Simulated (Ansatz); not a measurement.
Gas-phase electronic energies from Ansatz, PBE0-D4/def2-TZVP geometries. CCSD(T)/CBS is the MP2 limit (def2-TZVPP, def2-QZVPP) plus CCSD(T) − MP2 in def2-TZVPP, frozen cores. Functionals use def2-TZVPP. B3LYP here is the variant with VWN-RPA as its local correlation; programs differ in this. For Br outer-core shells are correlated without core-valence functions, which leaves a few kJ/mol of doubt a bond. Scalar relativity is left out up to krypton. Each species was taken in one conformer, which may not be the lowest.

Consider the redistribution: `[NH2][Al]([OH])[Br]` + `C=NB(O)F` → `C=[N][Al]([NH2])[OH]` + `OB(F)Br`.

```csv
level,ΔE (kJ/mol),difference from CCSD(T)/CBS
r2SCAN-D4,90.7,-0.5
PBE0-D4,92.9,1.7
B3LYP-D4,89.9,-1.3
ωB97X-V,91.4,0.2
B2PLYP,90.0,-1.2
PBE,88.6,-2.6
HF/def2-TZVPP,102.4,11.2
CCSD/def2-TZVPP,91.6,0.4
HF/def2-QZVPP,101.5,10.3
SCS-MP2/def2-QZVPP,89.0,-2.2
CCSD(T)/CBS,91.2,0
```

Largest T1 diagnostic among the species: 0.013.

In def2-TZVPP, CCSD(T) changes the Hartree–Fock value by −12.5 kJ/mol (the triples alone add −1.6 kJ/mol) and MP2 by −14.3 kJ/mol. From PBE to PBE0 (25 % exact exchange), in def2-TZVPP and without D4, ΔE moves by +4.4 kJ/mol.
